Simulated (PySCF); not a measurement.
C4H9ClOSi.
Atom-mapped SMILES: `[Cl:1][CH2:2][C@@H:3]1[CH2:4][CH2:5][SiH2:6][O:7]1` (hydrogens: H8, H9 on C2; H10 on C3; H11, H12 on C4; H13, H14 on C5; H15, H16 on Si6)

All values: PBE0/pcSseg-1 and wB97X-D/def2-SVPD (PySCF, non-relativistic), on one gas-phase PBE0-D3(BJ)/def2-SVP geometry that isn't relaxed in the solvent. The solvent is an IEF-PCM continuum (cavity from Bondi-type radii × 1.2). Only the electrostatic response of the medium enters.

Gas phase at PBE0/pcSseg-1: HOMO -8.09 eV, LUMO 0.30 eV, dipole 1.91 D.

Q: What does the continuum do to the energy, the frontier levels and the dipole at PBE0/pcSseg-1 in cyclohexane?

A: 
```json
{"solvent": "cyclohexane", "ε": "2.017", "E(solvent) − E(gas) (kJ/mol)": "-6.41", "polarisation term (kJ/mol)": "-6.68", "distortion of the solute (kJ/mol)": "0.27", "HOMO (eV)": "-8.03", "LUMO (eV)": "0.38", "dipole (D)": "2.08"}
```

The polarisation term is half the interaction of the solute with the surface charges that it induces; the rest is the cost of distorting the solute's density. The sum is the electrostatic part of solvation alone.

Q: Which radius a makes the point-dipole formula ΔE = −[(ε − 1)/(2ε + 1)]·μ²/a³ give the value in cyclohexane, with the gas-phase dipole?

A: μ = 0.751 au and |ΔE| = 0.00244 Eh give a = 1.90 Å; the farthest nucleus lies 3.32 Å from the centroid of the nuclei, so such a sphere wouldn't even hold the nuclei. The formula assumes a rigid point dipole at the centre of a sphere.

Q: Which ESP-fitted charges (PBE0/pcSseg-1) respond most in cyclohexane (means over atoms taken as equivalent)?

A: 
```csv
atoms,environment,gas (e),solvent (e),change
O7,silyl ether oxygen,-0.499,-0.520,-0.021
Cl1,alkyl chlorine,-0.119,-0.136,-0.017
C3,sp3 carbon bound to oxygen,+0.338,+0.354,+0.016
C2,sp3 C–Cl carbon,-0.558,-0.548,+0.010
Si6,oxygen-bound silicon,+0.649,+0.658,+0.009
C4,ring CH2 carbon,-0.037,-0.044,-0.007
C5,sp3 carbon bound to silicon,-0.445,-0.439,+0.006
H9,methylene hydrogen,+0.237,+0.240,+0.003
```

Q: How do the nuclear quadrupole coupling constants eQVzz/h respond in cyclohexane?

A: 
```
    nucleus  Q (barn)  gas (MHz)  solvent (MHz)  η gas  η solvent
35Cl at Cl1   -0.0817     -75.66         -74.53   0.03       0.03
  17O at O7   -0.0256     -10.22         -10.19   0.50       0.50
```

Gas phase at wB97X-D/def2-SVPD: HOMO -10.01 eV, LUMO 1.83 eV, dipole 1.88 D.

Q: What does the continuum do to the energy, the frontier levels and the dipole at wB97X-D/def2-SVPD in cyclohexane?

A: 
```csv
solvent,ε,E(solvent) − E(gas) (kJ/mol),polarisation term (kJ/mol),distortion of the solute (kJ/mol),HOMO (eV),LUMO (eV),dipole (D)
cyclohexane,2.017,-6.52,-6.85,0.33,-9.96,1.89,2.07
```

Q: How does the static polarisability (wB97X-D/def2-SVPD, frozen core, with the continuum's full static response) change?

A: 
| medium | isotropic (au) | principal values (au) | ⟨r²⟩ of the electrons (bohr²) |
| --- | --- | --- | --- |
| gas | 87.9 | 75.2, 81.5, 107.1 | 1392.6 |
| cyclohexane | 98.3 | 85.0, 91.6, 118.4 | 1392.8 |

The isotropic value in cyclohexane is 1.12 times the gas-phase one; no cavity-field correction is applied. ⟨r²⟩ is taken about the centre of nuclear charge.

The pairwise dispersion term of wB97X-D wasn't added to the energies; at a given geometry it leaves orbitals and properties as they are.
